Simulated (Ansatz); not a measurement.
Mulliken charges of `B1C=NCS1` from ωB97M-V/def2-TZVPP in Ansatz (PBE0-D4/def2-TZVP geometry).

```tsv
atom	x (Å)	y (Å)	z (Å)	charge (e)
B1	-0.232	1.210	-0.640	-0.117
C2	1.045	0.334	-0.408	-0.049
N3	0.887	-0.756	0.242	-0.193
C4	-0.450	-0.993	0.653	-0.062
S5	-1.570	0.359	0.118	-0.074
H6	-0.339	2.249	-1.207	0.106
H7	2.055	0.565	-0.747	0.115
H8	-0.811	-1.935	0.230	0.137
H9	-0.498	-1.078	1.742	0.137
```

By hand: the dipole of these point charges (1 e Å = 4.8032 D).

Σ q r = (-0.030, -0.086, 0.055) e Å, of length 0.106 e Å = 0.51 D.

How does the dipole of the full density compare? (Estimate.)

The calculation gave: (-0.049, -0.033, 0.029) e Å, 0.32 D; the point charges give 1.59 times that, at 33° from its direction.

Point charges leave out the atoms' own dipoles, such as those of lone pairs, and Mulliken's split depends on the basis, so the two needn't agree.
